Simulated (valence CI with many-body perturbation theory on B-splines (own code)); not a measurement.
# Ti8+: calculated level list

Level of theory: configuration interaction combined with many-body perturbation theory (CI+MBPT): four valence electrons over a frozen Dirac-Fock core [Ne], a basis of 11 s, 11 p, 9 d, 7 f, 5 g, 2 h, 1 i functions for each j, with the one-electron correlation potential Σ1 (screened to all orders), the two-electron term Σ2, the three-electron term Σ3, Breit, model QED; selected single and double excitations, second order for the rest, scaled by the run's own slope (own B-spline code, finite nucleus).

No measured spectrum was set against this ion. As an estimate, levels of excited configurations hold to 0.05 to 0.15 % of their energy, terms of the ground configuration to about 0.5 %.

Levels 46 to 71 of 71, with energies above the lowest level, 3s²3p² ³P_0. "Leading %" is the weight of the configuration and term that name the level; weights of strongly mixed levels are sums over their largest components and can fall short. In the jj column 3d3/2^4 stands for four electrons in 3d with j = 3/2.

```csv
No.,Configuration,Term,J,E (cm⁻¹),Leading %,Leading jj,Second component
46,3s3p²3d,⁵P,3,502230,98,3s 3p1/2 3p3/2 3d5/2 (51 %),
47,3s3p²3d,⁵P,2,503790,98,3s 3p1/2 3p3/2 3d3/2 (29 %),
48,3s3p²3d,⁵P,1,504760,98,3s 3p3/2^2 3d3/2 (47 %),
49,3s3p²3d,³P,2,516500,69,3s 3p1/2 3p3/2 3d5/2 (42 %),24 % 3p⁴ ³P
50,3s3p²3d,³P,1,520180,69,3s 3p3/2^2 3d5/2 (27 %),24 % 3p⁴ ³P
51,3s3p²3d,³P,0,522370,68,3s 3p3/2^2 3d5/2 (34 %),24 % 3p⁴ ³P
52,3s3p²3d,³G,3,535310,97,3s 3p1/2 3p3/2 3d3/2 (63 %),
53,3s3p²3d,³G,4,535800,97,3s 3p1/2 3p3/2 3d5/2 (34 %),
54,3s3p²3d,³G,5,536420,98,3s 3p1/2 3p3/2 3d5/2 (61 %),
55,3s3p²3d,³D,1,544800,97,3s 3p1/2 3p3/2 3d5/2 (24 %),
56,3s3p²3d,³D,2,545130,96,3s 3p1/2 3p3/2 3d5/2 (27 %),
57,3s3p²3d,³D,3,545460,94,3s 3p1/2 3p3/2 3d5/2 (53 %),
58,3s3p²3d,¹G,4,548520,81,3s 3p1/2 3p3/2 3d5/2 (41 %),16 % 3s²3d² ¹G
59,3s3p²3d,¹F,3,552660,91,3s 3p1/2 3p3/2 3d3/2 (34 %),
60,3s3p²3d,³F,2,565330,85,3s 3p1/2 3p3/2 3d3/2 (26 %),6 % 3s3p²3d ³D
61,3s3p²3d,³F,3,567410,82,3s 3p1/2 3p3/2 3d5/2 (46 %),7 % 3s3p²3d ³D
62,3s3p²3d,³D,1,569280,95,3s 3p1/2 3p3/2 3d5/2 (48 %),
63,3s3p²3d,³D,2,570310,91,3s 3p3/2^2 3d5/2 (30 %),6 % 3s3p²3d ³F
64,3s3p²3d,³F,4,570480,89,3s 3p3/2^2 3d3/2 (34 %),7 % 3s²3d² ³F
65,3s3p²3d,³D,3,572140,88,3s 3p3/2^2 3d5/2 (55 %),9 % 3s3p²3d ³F
66,3s3p²3d,¹P,1,572300,91,3s 3p1/2 3p3/2 3d3/2 (29 %),
67,3s3p²3d,³P,0,575180,77,3s 3p1/2 3p3/2 3d5/2 (41 %),16 % 3s²3d² ³P
68,3s3p²3d,³P,1,575960,76,3s 3p1/2 3p3/2 3d5/2 (38 %),16 % 3s²3d² ³P
69,3s3p²3d,³P,2,577460,73,3s 3p3/2^2 3d5/2 (38 %),16 % 3s²3d² ³P
70,3s3p²3d,³S,1,586160,96,3s 3p1/2 3p3/2 3d5/2 (33 %),
71,3s3p²3d,³D,1,590000,94,3s 3p1/2 3p3/2 3d3/2 (31 %),
```

Names give the largest LS component (configuration and term), which can be under half, so a name can repeat, a term be missing and a line seem to break the LS rules; names also repeat where a configuration has a term twice.
